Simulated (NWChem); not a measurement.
System: C$_{3}$H$_{5}$BO; SMILES C1CB(O)C=1

NWChem input:

```
start job
memory heap 200 mb stack 700 mb global 900 mb
geometry units angstroms noautosym nocenter noautoz
  O      0.113053    -1.897165     0.000000
  B      0.061984    -0.550856     0.000000
  C      1.134367     0.570213     0.000000
  C      0.118119     1.464566     0.000000
  C     -1.107699     0.562628     0.000000
  H     -0.761333    -2.300543     0.000000
  H      2.211567     0.749048     0.000000
  H      0.143356     2.564460     0.000000
  H     -1.750494     0.651047    -0.893249
  H     -1.750494     0.651047     0.893249
end
basis spherical
  * library sto-3g
end
dft
  xc hfexch
  iterations 150
end
property
  shielding 9 1 2 3 4 5 6 7 8 9
  efieldgrad
end
task dft property
```

Output (shortened):

```
             Northwest Computational Chemistry Package (NWChem) 7.3.0
             --------------------------------------------------------

                             Geometry "geometry" -> ""
                             -------------------------

 Output coordinates in angstroms (scale by  1.889725989 to convert to a.u.)

  No.       Tag          Charge          X              Y              Z
 ---- ---------------- ---------- -------------- -------------- --------------
    1 O                    8.0000     0.11305300    -1.89716500     0.00000000
    2 B                    5.0000     0.06198400    -0.55085600     0.00000000
    3 C                    6.0000     1.13436700     0.57021300     0.00000000
    4 C                    6.0000     0.11811900     1.46456600     0.00000000
    5 C                    6.0000    -1.10769900     0.56262800     0.00000000
    6 H                    1.0000    -0.76133300    -2.30054300     0.00000000
    7 H                    1.0000     2.21156700     0.74904800     0.00000000
    8 H                    1.0000     0.14335600     2.56446000     0.00000000
    9 H                    1.0000    -1.75049400     0.65104700    -0.89324900
   10 H                    1.0000    -1.75049400     0.65104700     0.89324900

 Effective nuclear repulsion energy (a.u.)     145.9403376559

  xc_inp: hfexch multiplicative factor not found.
                              NWChem Property Module
                              ----------------------

  itol2e modified to match energy
  convergence criterion.

                                 NWChem DFT Module
                                 -----------------

 Summary of "ao basis" -> "ao basis" (spherical)
 ------------------------------------------------------------------------------
       Tag                 Description            Shells   Functions and Types
 ---------------- ------------------------------  ------  ---------------------
 O                           sto-3g                  3        5   2s1p
 B                           sto-3g                  3        5   2s1p
 C                           sto-3g                  3        5   2s1p
 H                           sto-3g                  1        1   1s

  itol2e modified to match energy
  convergence criterion.

[...]

          -----------------------------------------
          Chemical Shielding Tensors (GIAO, in ppm)
          -----------------------------------------

                                NWChem CPHF Module
                                ------------------

  scftype          =     RHF
  nclosed          =       18
  nopen            =        0
  variables        =      216
  # of vectors     =        3
  tolerance        = 0.10D-03
  level shift      = 0.00D+00
  max iterations   =       50
  max subspace     =       30

 SCF residual:    1.2281647004534009E-004

Iterative solution of linear equations
  No. of variables      216
  No. of equations        3
  Maximum subspace       30
        Iterations       50
       Convergence  1.0D-04

   iter   nsub   residual    time
   ----  ------  --------  ---------
     1      3    1.57D+00       5.5
     2      6    3.09D-01       5.9
     3      9    2.94D-02       6.2
     4     12    7.48D-03       6.6
     5     15    1.64D-03       6.9
     6     18    2.64D-04       7.3
     7     21    3.74D-05       7.6

      Atom:    1  O
        Diamagnetic
    376.6909      8.0381      0.0000
      8.0381    397.0526      0.0000
      0.0000      0.0000    357.6183

        Paramagnetic
   -146.8677    -58.8665      0.0000
    -58.8665   -132.3042     -0.0000
      0.0000     -0.0000     56.3822

        Total Shielding Tensor
    229.8232    -50.8285      0.0000
    -50.8285    264.7484     -0.0000
      0.0000     -0.0000    414.0004

           isotropic =     302.8574
          anisotropy =     166.7146

          Principal Components and Axis System
                 1           2           3
              414.0004    301.0304    193.5413

      1         0.0000     -0.5810      0.8139
      2         0.0000      0.8139      0.5810
      3         1.0000      0.0000      0.0000

      Atom:    2  B
        Diamagnetic
    199.2455      0.8488      0.0000
      0.8488    211.1226      0.0000
      0.0000      0.0000    187.4024

        Paramagnetic
   -127.4534      0.6761      0.0000
      0.6761   -136.2721     -0.0000
      0.0000     -0.0000    -60.5946

        Total Shielding Tensor
     71.7921      1.5249      0.0000
      1.5249     74.8505     -0.0000
      0.0000     -0.0000    126.8078

           isotropic =      91.1501
          anisotropy =      53.4865

          Principal Components and Axis System
                 1           2           3
              126.8078     75.4809     71.1617

      1         0.0000      0.3820      0.9241
      2         0.0000      0.9241     -0.3820
      3         1.0000      0.0000      0.0000

      Atom:    3  C
        Diamagnetic
    263.0003      0.3408      0.0000
      0.3408    260.0151      0.0000
      0.0000      0.0000    238.6121

        Paramagnetic
   -229.4151    -57.6450     -0.0000
    -57.6450   -195.2852      0.0000
     -0.0000      0.0000    -15.4542

        Total Shielding Tensor
     33.5852    -57.3043     -0.0000
    -57.3043     64.7299      0.0000
     -0.0000      0.0000    223.1580

           isotropic =     107.1577
          anisotropy =     174.0004

          Principal Components and Axis System
                 1           2           3
              223.1580    108.5400    -10.2249

      1         0.0000     -0.6074      0.7944
      2         0.0000      0.7944      0.6074
      3         1.0000      0.0000      0.0000

      Atom:    4  C
        Diamagnetic
    260.7543      0.5776      0.0000
      0.5776    261.8720      0.0000
      0.0000      0.0000    239.9585

[...]
```

Level: Hartree-Fock/STO-3G, GIAO. STO-3G and 3-21G are far too small for this property and stand as cheap habits. The geometry was optimised at PBE0/def2-SVP. NWChem prints the field gradient with the sign opposite to the second derivative of the potential. The printed shielding anisotropy is the first printed principal value minus the mean of the other two.
